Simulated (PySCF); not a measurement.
**Cu: excitation energy**

Cu [Ar] 3d10 4s1 (2S) → Cu [Ar] 3d9 4s1 5s1 (4D), as a difference of total energies. Computed with PySCF 2.14 in aug-cc-pwCVDZ-PP with ECP10MDF (6s6p5d3f, 70 functions), with a scalar-relativistic core potential. Correlated levels: valence: 3s2 3p6 frozen. The calculations carry no spin-orbit coupling.

```json
{"method": "UHF", "excitation energy (eV)": "4.734"}
{"method": "MP2 (valence)", "excitation energy (eV)": "8.331"}
{"method": "SCS-MP2 (valence)", "excitation energy (eV)": "7.950"}
{"method": "CCSD (valence)", "excitation energy (eV)": "7.197"}
{"method": "CCSD(T) (valence)", "excitation energy (eV)": "7.484"}
```

Problem. How much does correlation contribute at CCSD(T) (valence)?

Solution. 7.484 − (4.734) = 2.750 eV, measured against UHF.

The promoted electron is Rydberg-like, and one or two diffuse shells describe it only roughly, which tends to raise the upper state.
